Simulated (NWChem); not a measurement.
AlAsH4O; SMILES [AsH2][AlH][OH]

```xyz
7

Al    -0.5632    -1.2089     0.0127
As     0.0890     1.1246     0.0473
H     -1.0072     1.4637    -0.9609
H      1.1249     0.8697    -1.0433
H     -2.0698    -1.7166     0.0669
O      0.7145    -2.3397     0.0191
H      0.6223    -3.2934     0.0579
```
Atoms are numbered in this order, from 1.

Results from NWChem. Medium grid unless said otherwise, to which SCAN and Minnesota functionals are sensitive. All runs use the structure optimised with PBE0/def2-SVP. Hybrids' shares of exact exchange are those that their runs print; pure functionals count as 0. The functionals differ in more than this share.

```csv
row,share of exact exchange,highest occupied level (eV)
PBE/def2-SVP,0.00,-6.03
BLYP/def2-SVP,0.00,-5.84
B3LYP/def2-SVP,0.20,withheld
M06/def2-SVP,0.27,-6.97
M05-2X/def2-SVP,0.56,-8.28
```

**Question.** Fit a straight line of the last column on the one before it, predict the withheld value, and compare with the run.

**Answer.** 
1. Means of the 4 shown rows: x = 0.208, y = -6.780. Slope Σ(x − x̄)(y − ȳ)/Σ(x − x̄)² = -0.8913/0.2143 = -4.160; intercept -5.917.
2. The shown rows scatter about the line by 0.079 (root mean square); the largest residual is -0.11, at PBE/def2-SVP.
3. At x = 0.20 (B3LYP/def2-SVP; inside the shown range) the line gives -6.75.
4. The run gives -6.86, -0.11 from the line, 1.4 times the scatter.
